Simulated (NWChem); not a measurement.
System: TaNHClF2; SMILES [NH]=[Ta]([F])([F])[Cl]

```xyz
6

Ta     0.0237     0.1534     0.0000
N     -1.6036     0.7948     0.0000
H     -2.5399     1.1818     0.0000
F      0.8706     0.7876     1.5523
F      0.8706     0.7876    -1.5523
Cl    -0.1492    -2.1516     0.0000
```
Atoms are numbered in this order, from 1.

Level: PBE0/def2-SVP with def2 effective core potentials on Ta (NWChem), optimised geometry, unscaled harmonic frequencies. def2 effective core potentials on Ta; no spin-orbit coupling.

Problem. List the harmonic frequencies with IR intensities, and the thermochemistry.

Solution. 
```json
[
 {"frequency (cm⁻¹)": "123", "IR intensity (km/mol)": "3.4"},
 {"frequency (cm⁻¹)": "152", "IR intensity (km/mol)": "4.6"},
 {"frequency (cm⁻¹)": "166", "IR intensity (km/mol)": "7.2"},
 {"frequency (cm⁻¹)": "233", "IR intensity (km/mol)": "2.3"},
 {"frequency (cm⁻¹)": "254", "IR intensity (km/mol)": "0.0"},
 {"frequency (cm⁻¹)": "406", "IR intensity (km/mol)": "53.0"},
 {"frequency (cm⁻¹)": "560", "IR intensity (km/mol)": "169.8"},
 {"frequency (cm⁻¹)": "598", "IR intensity (km/mol)": "177.3"},
 {"frequency (cm⁻¹)": "695", "IR intensity (km/mol)": "94.5"},
 {"frequency (cm⁻¹)": "697", "IR intensity (km/mol)": "118.4"},
 {"frequency (cm⁻¹)": "1041", "IR intensity (km/mol)": "115.3"},
 {"frequency (cm⁻¹)": "3697", "IR intensity (km/mol)": "221.9"}
]
```

| Quantity | Value |
|---|---|
| zero-point energy | 12.3 kcal/mol |
| thermal correction to the enthalpy at 298.15 K (with zero-point energy) | 17.1 kcal/mol |
| heat capacity Cv | 20.8 cal/(mol K) |
| entropy at 298.15 K and 1 atm (symmetry number 1) | 84.8 cal/(mol K) |

Rigid rotor and harmonic oscillator.
